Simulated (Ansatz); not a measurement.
CrO₂, relaxed as a triplet with UKS PBE-D4/def2-TZVP in Ansatz, starting from the PBE-D4/def2-TZVP geometry of the neutral singlet. Force threshold 0.02 eV/Å.

The structure comes from a short search, and lower isomers may exist.

Start:

```xyz
3

Cr    0.2523   -0.3636    0.3666
O    -0.6043   -0.8498   -0.8773
O     0.3521    1.2134    0.5108
```

(1) Estimate the energy that the relaxation releases and the steps that it takes.

(2) Does the start keep its bonding and symmetry?

(3) Predict the relaxed structure.

Answers

(1) 0.05 eV, in 5 steps; 7 s on 4 threads of Arm Neoverse V1 on a shared host. No frequencies were taken in this run, so the end may be a saddle point.

(2) By distances, no bond broke or formed. The bond that changes most is Cr1–O2, from 1.59 to 1.60 Å (atoms count from 1). Point group C2v at the start, C2v at the end, both within 0.05 Å.

(3) 
```xyz
3

Cr    0.2238   -0.3225    0.3252
O    -0.6163   -0.9269   -0.8947
O     0.3925    1.2494    0.5695
```
Bond lengths: 2 × Cr–O 1.60 Å.
